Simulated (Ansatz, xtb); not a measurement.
## Two isomers of C2H8AlFSi

Structure a is `[CH3][Al]([F])[CH2][SiH3]`, a singlet and structure b is `C[SiH2][CH2][AlH][F]`, a singlet. Both are isolated molecules in the gas phase, relaxed with B3LYP-D3(BJ)/def2-SVP; the shapes shown needn't be the lowest conformers.

a (Å):

```xyz
13

C    -0.9089   -1.4248   -1.3613
C     1.9520    0.3331   -2.2187
Al    0.2288   -0.4775   -2.6234
F    -0.2979   -0.3768   -4.2112
Si    3.3723   -0.8935   -2.0728
H    -1.9391   -1.0298   -1.3733
H    -0.5326   -1.3714   -0.3270
H    -0.9788   -2.4920   -1.6366
H     1.8758    0.8693   -1.2549
H     2.2059    1.0734   -2.9973
H     3.0767   -1.8932   -1.0007
H     4.6715   -0.2343   -1.7428
H     3.5429   -1.6442   -3.3539
```

b (Å):

```xyz
13

C    -1.4002    1.7543   -0.7598
C     0.9636    0.5472    0.9095
Al    1.5590   -0.4385    2.4703
F     2.0199    0.4225    3.8280
Si   -0.9006    0.8183    0.7976
H    -1.0923    1.2022   -1.6625
H    -2.4918    1.8983   -0.8023
H    -0.9227    2.7471   -0.7875
H    -1.5869   -0.5121    0.8233
H    -1.3578    1.5709    2.0072
H     1.4557    1.5365    0.8968
H     1.2793    0.0004    0.0018
H     1.6566   -2.0080    2.5903
```

Task: Estimate which is lower in electronic energy at CCSD(T)/def2-SVP + ΔMP2/def2-TZVPP, and by roughly how much.

Result: Too close to call at this level: CCSD(T)/def2-SVP + ΔMP2/def2-TZVPP gives E(b) − E(a) = +1.06 kcal/mol.

The same difference at several levels:

```
                             level               geometry  E(b) − E(a) (kcal/mol)  departure from the last row (kcal/mol)  job, with rough time for the two
             B3LYP-D3(BJ)/def2-SVP  B3LYP-D3(BJ)/def2-SVP                     +1.86                                   +0.80             optimisation, 7.2 min
                       HF/def2-SVP  B3LYP-D3(BJ)/def2-SVP                     +1.14                                   +0.08           part of the CCSD(T) run
                      MP2/def2-SVP  B3LYP-D3(BJ)/def2-SVP                     +1.48                                   +0.42           part of the CCSD(T) run
                  CCSD(T)/def2-SVP  B3LYP-D3(BJ)/def2-SVP                     +1.63                                   +0.57                      single point
CCSD(T)/def2-SVP + ΔMP2/def2-TZVPP  B3LYP-D3(BJ)/def2-SVP                     +1.06                                                        single point, 71 s
```

As drawn, b has 1 C–Si, 1 Al–H in place of 1 C–Al, 1 Si–H.

The largest departure from CCSD(T)/def2-SVP + ΔMP2/def2-TZVPP is that of B3LYP-D3(BJ)/def2-SVP, 0.80 kcal/mol. Levels run at GFN2-xTB geometries aren't shown. The last row adds to CCSD(T) the change of the MP2 difference between the two basis sets, here −0.57 kcal/mol.

With harmonic frequencies from B3LYP-D3(BJ)/def2-SVP (ideal gas, rigid rotor, one conformer each, 298.15 K, 1 atm): on the last row, ΔE + ΔZPE = +1.25 kcal/mol. A mode under 50 cm⁻¹ makes harmonic enthalpies and free energies unreliable, so none is given.

The correlated steps freeze 13 core orbitals. Programs: Ansatz 0.2.0; the last row on 2 threads of Intel(R) Xeon(R) Processor @ 2.50GHz (Skylake/Cascade Lake) on a shared host.
